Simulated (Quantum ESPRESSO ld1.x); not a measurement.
Cu I, configuration [Ar] 3d9.5 4s1.5 (fractional occupations, a model configuration).

All-electron calculation, scalar-relativistic Kohn-Sham, revPBE, spin-unpolarised, spherical densities, point nucleus. Program: ld1.x of Quantum ESPRESSO 7.5.

Energy parts (eV):
| part | energy |
|---|---|
| total | -45034.3 |
| kinetic | 45704.7 |
| electron-nucleus | -108368.3 |
| Hartree | 19468.2 |
| exchange-correlation | -1838.9 |

Orbitals (lengths in bohr, moments of r in powers of bohr):
orbital	occ.	eigenvalue (eV)	<r>
1s	2	-8854.23	0.05213
2s	2	-1065.22	0.2351
2p	6	-919.486	0.2064
3s	2	-117.190	0.7106
3p	6	-74.5158	0.7471
3d	9.5	-7.0341	0.9987
4s	1.5	-5.0941	2.841

The highest occupied level is 4s at -5.094 eV. The density falls to 0.001 e/bohr^3 at r = 4.19 bohr. Summed over all electrons, <r^2> = 33.09 bohr^2, which gives a Langevin (diamagnetic) susceptibility term of -26.2 x 10^-6 cm^3/mol.
